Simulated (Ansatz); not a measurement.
Mulliken charges of ClH$_{3}$HfS$_{3}$ (`[SH][Hf]([SH])([SH])[Cl]`) from PBE/def2-TZVPP in Ansatz (PBE0-D4/def2-TZVP geometry).

```csv
atom,x (Å),y (Å),z (Å),charge (e)
S1,0.102,1.552,1.571,-0.263
Hf2,-0.235,-0.443,0.241,0.597
S3,-0.620,0.228,-2.059,-0.270
S4,1.850,-1.661,0.386,-0.265
Cl5,-2.029,-1.706,1.026,-0.210
H6,-1.213,1.848,1.486,0.128
H7,-0.040,1.417,-1.802,0.142
H8,2.185,-1.235,-0.849,0.141
```

**Question.** By hand: the dipole of these point charges (1 e Å = 4.8032 D).

**Answer.** Σ q r = (0.083, 0.328, -0.217) e Å, of length 0.402 e Å = 1.93 D.

**Question.** How does the dipole of the full density compare? (Best estimate.)

**Answer.** Ansatz gave: (0.019, 0.205, -0.134) e Å, 1.18 D; the point charges give 1.64 times that, at 7° from its direction.

Point charges leave out the atoms' own dipoles, such as those of lone pairs, and Mulliken's split depends on the basis, so the two needn't agree.
